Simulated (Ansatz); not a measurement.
Coupled-cluster diagnostics for BF3, Ansatz.

Geometry of the singlet (PBE-D4/def2-TZVP):

Cartesian coordinates in Å:
```
B 0.000 0.000 0.000
F -0.060 -1.313 -0.171
F 1.171 0.621 -0.037
F -1.111 0.693 0.208
```

Correlated methods freeze 4 core orbitals.

Estimate the CCSD(T) correlation energy, the shares of MP2 and (T), T1 and the reference's ⟨S²⟩ for: charge 0, singlet, own geometry in def2-TZVPP; charge 0, singlet, own geometry in def2-TZVPD; charge 1, doublet, vertical in def2-TZVPP; charge -1, doublet, vertical in def2-TZVPD; and the rough time on 2 threads of Intel Xeon Platinum 8259CL on a shared host.


```
                          state       basis  correlation (eV)  MP2 share (%)  (T) share (%)     T1  ⟨S²⟩ (pure)  wall time          remarks
charge 0, singlet, own geometry  def2-TZVPP           -23.421           97.1            2.8  0.012  0.00 (0.00)       16 s                –
charge 0, singlet, own geometry  def2-TZVPD           -23.562           97.0            2.9  0.013  0.00 (0.00)       34 s                –
    charge 1, doublet, vertical  def2-TZVPP           -22.603           93.3            3.7  0.086  0.76 (0.75)       78 s         large T1
   charge -1, doublet, vertical  def2-TZVPD           -23.837           96.8            3.0  0.018  0.75 (0.75)    2.7 min  HOMO above zero
```
Customary marks for T1 are 0.02 (closed shells), 0.045 (open shells) and about 0.05 (3d metals). T1 exceeds 0.02 in 1 of 4 rows and 0.045 in 1; the higher it lies, the less the single-reference result can be trusted.
